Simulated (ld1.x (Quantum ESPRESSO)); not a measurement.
# tin (Sn): excitation energies, all-electron against TM

- Element: Sn (Z = 50)
- Generator: ld1.x (Quantum ESPRESSO) 7.5
- Type: norm-conserving Troullier–Martins (Kleinman–Bylander form)
- Functional: LDA (PZ)
- Relativity: scalar-relativistic
- Frozen core: [Kr] 4d10
- Valence charge: 4
- Reference configuration: 5s1.75 5p2.25
- Partial waves: 5p (bound): rc 2.00 bohr; 5s (bound): rc 1.60 bohr
- Local potential: the s channel
- Core correction: none

Energies are relative to the spin-unpolarised reference configuration 5s1.75 5p2.25; without spin polarisation the order of configurations can differ from experiment. Spin-polarised rows fill each open shell by Hund’s rule, majority spin first.

```tsv
valence configuration	charge	ΔE all-electron (eV)	error AE − PS (meV)
5s2 5p2	0	-1.744	+0.8
5s2 5p1	+1	5.354	+7.6
5s1 5p2	+1	13.089	+15
5s1 5p3	0	5.331	+7.5
5s0 5p4	0	12.657	+53
5s1 5p0	+3	51.069	+296
5s1.75 5p2.25 (spin-polarised)	0	-0.752	+162
5s2 5p2 (spin-polarised)	0	-2.219	+79
```

Task: What are ΔE and the potential's error for 5s2 5p0?

Result: ΔE = 19.619 eV all-electron; the error (AE − PS) is +58 meV.
